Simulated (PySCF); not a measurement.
Shapes and spin states of CrH₃

All numbers come from PySCF, PBE0, basis Cr def2-TZVP, H def2-TZVP (no relativity, density fitting).

Relaxations began from a few typed shapes and spin states; open shells are unrestricted. The search is not exhaustive: other isomers or separated fragments can lie lower, and high-lying points may rest on an excited occupation.

```
                                spin  group                            bonds                             angles  imaginary modes (cm⁻¹)  ΔE (kJ/mol)  ΔE with ZPE (kJ/mol)
                 quartet (⟨S²⟩ 3.97)    C3v                Cr–H 1.616 Å (×3)                 H–Cr–H 106.8° (×3)                    none          0.0                   0.0
                 quartet (⟨S²⟩ 4.05)    D3h                Cr–H 1.636 Å (×3)                 H–Cr–H 120.0° (×3)                    486i         17.2                     –
                             quartet    C2v  Cr–H 1.576 Å, Cr–H 1.687 Å (×2)   H–Cr–H 97.0° (×2), H–Cr–H 166.0°                    none         99.5                 101.9
broken-symmetry Ms = 1/2 (⟨S²⟩ 1.77)    C3v                Cr–H 1.596 Å (×3)                 H–Cr–H 109.6° (×3)                    none        108.7                 111.3
broken-symmetry Ms = 1/2 (⟨S²⟩ 1.79)    D3h                Cr–H 1.610 Å (×3)                 H–Cr–H 120.0° (×3)                    491i        121.7                     –
broken-symmetry Ms = 1/2 (⟨S²⟩ 1.50)    C2v  Cr–H 1.603 Å (×2), Cr–H 1.671 Å   H–Cr–H 97.6°, H–Cr–H 131.2° (×2)                    none        191.2                 188.6
                 doublet (⟨S²⟩ 1.44)    C2v  Cr–H 1.583 Å, Cr–H 1.644 Å (×2)  H–Cr–H 112.1° (×2), H–Cr–H 135.8°                    228i        192.4                     –
```

The lowest minimum found is the quartet (⟨S²⟩ 3.97) C3v: Cr–H 1.616 Å (×3); H–Cr–H 106.8° (×3).

Formally Cr is in oxidation state +3, d3, with 3 unpaired electrons (the high-spin count). The Mulliken spin on Cr is 3.77. The polar-tensor charge on Cr, 0.94, is far below the formal one.

For the lowest minimum: the determinant is spin-contaminated (⟨S²⟩ = 3.97, pure value 3.75). With open d or f shells other occupations or spin states may lie lower.

The electron or spin density has lower symmetry than the nuclear frame for the broken-symmetry Ms = 1/2 (⟨S²⟩ 1.50) C2v at 191.2 kJ/mol, doublet (⟨S²⟩ 1.44) C2v at 192.4 kJ/mol.
